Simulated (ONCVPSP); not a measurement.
## strontium (Sr): one change to an ONCV potential, before and after

strontium, optimised norm-conserving Vanderbilt (ONCV), made with ONCVPSP 4.0.1 (PBE, fully relativistic). Core [Ar] 3d10, reference 4s2 4p6 4d0.5 5s1.5. Waves: 4s+5s: rc 2.50 bohr, ncon 4, nbas 7, qcut 3.6 1/bohr, 3 projectors, debl 0.5 Ha; 4p: rc 1.60 bohr, ncon 4, nbas 8, qcut 4.7 1/bohr, 2 projectors, debl 3 Ha; 4d: rc 3.45 bohr, ncon 4, nbas 8, qcut 5.1 1/bohr, 1 projector. Local part: polynomial inside 1.50 bohr (lpopt 5, dvloc0 2 Ha). Core correction: Teter function, fcfact 4.25, rcfact 1.4.

Open shells are filled in proportion to 2j + 1.

Change: all radii but the core radius scaled by about 0.97 (s 2.42, p 1.54, d 3.34 bohr); local potential polynomial inside 1.46 bohr (lpopt 5, dvloc0 2 Ha).

Cutoffs: the cutoffs (Ha) at which the residual kinetic energy of the hardest occupied pseudo-wave falls to 1 and 0.1 mHa per electron; they do not see the model core or the augmentation charge, which bear on the density cutoff. Errors are all-electron minus pseudo energies relative to the spin-unpolarised reference configuration.

**Question.** Predict the effect on cutoff, ghosts and configuration errors.

**Answer.** The potential gets harder (23 Ha and 74 Ha → 32 Ha and 82 Ha); the errors of the 3 common tests hardly move; neither file shows a bound ghost. A smaller radius makes the pseudo-wave follow the all-electron one further in, where it bends more sharply, so more plane waves are needed.

```tsv
quantity	base	changed
cutoff, loose	23 Ha	32 Ha
cutoff, tight	74 Ha	82 Ha
loose cutoff by channel	s 3.8 Ha, p 23 Ha, d 6.8 Ha	s 3.7 Ha, p 32 Ha, d 7.0 Ha
bound ghosts	none	none
GHOST(+) flags under 300 eV	s at 237.2 eV	s at 252.6 eV
tests with a reliable result	3 of 4	3 of 4
error for 4s2 4p6 4d0 5s2, meV [ΔE -1.15 eV]	+0.5	+0.3
error for 4s2 4p6 4d0 5s1, meV [ΔE 4.74 eV]	+2.7	+2.3
error for 4s2 4p6 4d1 5s1, meV [ΔE 1.18 eV]	+0.1	0.0
rms error of d²Exc/dni dnj with the model core, mHa	2.50	2.52
```
